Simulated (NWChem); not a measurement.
System meant: InF, singlet; SMILES [F][In]

Input file for NWChem:

```
start job
memory heap 200 mb stack 900 mb global 1100 mb
geometry units angstroms noautoz
  In     0.000000     0.000000    -0.299955
  F      0.000000     0.000000     1.696464
end
basis spherical
  * library def2-svp
end
dft
  xc b3lyp
  iterations 150
  mulliken
end
task dft energy
```

End of the output:

```
             Grid Information
             ----------------
          Grid used for XC integration:  medium
          Radial quadrature: Mura-Knowles
          Angular quadrature: Lebedev.
          Tag              B.-S. Rad. Rad. Pts. Rad. Cut. Ang. Pts.
          ---              ---------- --------- --------- ---------
          In                  1.55      123           7.0       590
          F                   0.50       49           7.0       434
          Grid pruning is: on
          Number of quadrature shells:   172
          Spatial weights used:  Erf1

          Convergence Information
          -----------------------
          Convergence aids based upon iterative change in
          total energy or number of iterations.
          Levelshifting, if invoked, occurs when the
          HOMO/LUMO gap drops below (HL_TOL):  1.00D-02
          DIIS, if invoked, will attempt to extrapolate
          using up to (NFOCK): 10 stored Fock matrices.

                    Damping( 0%)  Levelshifting(0.5)       DIIS
                  --------------- ------------------- ---------------
          dE  on:    start            ASAP                start
          dE off:    2 iters        150 iters           150 iters

      Screening Tolerance Information
      -------------------------------
          Density screening/tol_rho:  1.00D-10
          AO Gaussian exp screening on grid/accAOfunc:  14
          CD Gaussian exp screening on grid/accCDfunc:  20
          XC Gaussian exp screening on grid/accXCfunc:  20
          Schwarz screening/accCoul:  1.00D-08

      Superposition of Atomic Density Guess
      -------------------------------------

      charge =      49.0 In (Indium)

      symmetry species            s     p     d     f
      number of basis functions =10     7     6
      number of cont. functions = 4     4     2
      number of closed shells   = 5     3     2
      number of open shells     = 0     1     0
      open shell occupation     = 0     1     0
 ------------------------------------------------------------------------
 atomscf:atomd: error in atom scf                   0
 ------------------------------------------------------------------------
 ------------------------------------------------------------------------
  current input line :
    15: task dft energy
 ------------------------------------------------------------------------
 ------------------------------------------------------------------------
 This error has not yet been assigned to a category
 ------------------------------------------------------------------------
 For more information see the NWChem manual at https://nwchemgit.github.io

0:atomscf:atomd: error in atom scf:Received an Error in Communication
```

Problem. What is wrong, and how is it mended?

Solution. The run crashed. Cause: the def2 basis of a heavy element holds valence functions alone and wants its effective core potential (without it all electrons must fit into that basis). This input runs:
```
start job
memory heap 200 mb stack 900 mb global 1100 mb
geometry units angstroms noautoz
  In     0.000000     0.000000    -0.299955
  F      0.000000     0.000000     1.696464
end
basis spherical
  * library def2-svp
end
ecp
  In library def2-ecp
end
dft
  xc b3lyp
  iterations 150
  mulliken
end
task dft energy
```
It converges to -290.01906 Ha (B3LYP/def2-SVP with def2 effective core potentials on In).
